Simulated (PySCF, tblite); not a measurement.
Isomers of C8H16Si, one GFN2-xTB conformer each. Single-point energies are computed at PBE0/pcSseg-1 (PySCF, gas phase, no added dispersion term), electronic only.

| SMILES | GFN2-xTB relative energy (kJ/mol) |
| --- | --- |
| C#CC(CC)(CC)C[SiH3] | 0.0 |
| C#C[C@@](C)(CC)C[SiH2]C | 18.7 |

Conformers: `[CH:1]#[C:2][C:3]([CH2:4][CH3:5])([CH2:6][CH3:7])[CH2:8][SiH3:9]` with C2–C3–C4–C5 -62°, C2–C3–C6–C7 -179°, C2–C3–C8–Si9 65°; `[CH:1]#[C:2][C@@:3]([CH3:4])([CH2:5][CH3:6])[CH2:7][SiH2:8][CH3:9]` with C2–C3–C5–C6 60°, C2–C3–C7–Si8 68°, C3–C7–Si8–C9 -55°.

Task: What does PBE0/pcSseg-1 give for the same structures?

Result: 
```
                 SMILES  PBE0/pcSseg-1 E (Eh)  PBE0/pcSseg-1 (kJ/mol)  GFN2-xTB (kJ/mol)  point group
C#C[C@@](C)(CC)C[SiH2]C            -603.35300                     0.0               18.7           C1
    C#CC(CC)(CC)C[SiH3]            -603.33703                    41.9                0.0           C1
```

GFN2-xTB puts C#CC(CC)(CC)C[SiH3] lowest instead. 

Task: Which frontier levels, dipoles and rotational constants go with these structures?

Result: 
| SMILES | HOMO (eV, PBE0/pcSseg-1) | LUMO (eV) | dipole (D) | A, B, C (MHz) |
| --- | --- | --- | --- | --- |
| C#C[C@@](C)(CC)C[SiH2]C | -7.66 | 1.13 | 0.56 | 1849, 915.7, 811.0 |
| C#CC(CC)(CC)C[SiH3] | -7.67 | 0.93 | 0.95 | 1659, 1033, 799.6 |

Task: What happens when harmonic zero-point energies from GFN2-xTB frequencies are added?

Result: 
```json
{"SMILES": "C#C[C@@](C)(CC)C[SiH2]C", "ZPE (kJ/mol)": "552.2", "electronic (kJ/mol)": "0.0", "with ZPE (kJ/mol)": "0.0"}
{"SMILES": "C#CC(CC)(CC)C[SiH3]", "ZPE (kJ/mol)": "550.0", "electronic (kJ/mol)": "41.9", "with ZPE (kJ/mol)": "39.7"}
```

The zero-point energies span 2.2 kJ/mol. The order is unchanged.
